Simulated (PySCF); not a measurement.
These are B3LYP-D3(BJ)/def2-TZVP // B3LYP-D3(BJ)/def2-SVP in PySCF values and carry that method's errors. All species are isolated molecules in the gas phase. One relaxed conformer stands for a flexible species; it need not be the lowest. B3LYP has the VWN-RPA correlation part, as in Gaussian. Excitations are Tamm–Dancoff values on a coarser integration grid. The basis has no diffuse functions, so Rydberg states are missing or too high.

Reference species (SMILES): `[Si](N)(N)(N)N` (neutral, multiplicity 1).

The S1 oscillator strength is 0.000, the HOMO–LUMO gap is 6.92 eV and the HOMO comes out as -6.50 eV. The S1 excitation (TDA) comes out as 5.95 eV.

Changed species: `CC[Si](CC)(CC)CC` (4 of 4 NH2 replaced by C2H5; the reference has 0 of 4 NH2 replaced by C2H5).

### Question
What does the change do to the S1 oscillator strength, HOMO–LUMO gap, HOMO and S1 excitation (TDA)?

### Answer
the S1 oscillator strength is nearly the same; the HOMO–LUMO gap rises by 1.16 eV, to 8.08 eV; the HOMO falls by 0.97 eV, to -7.47 eV; the S1 excitation (TDA) rises by 1.27 eV, to 7.22 eV.
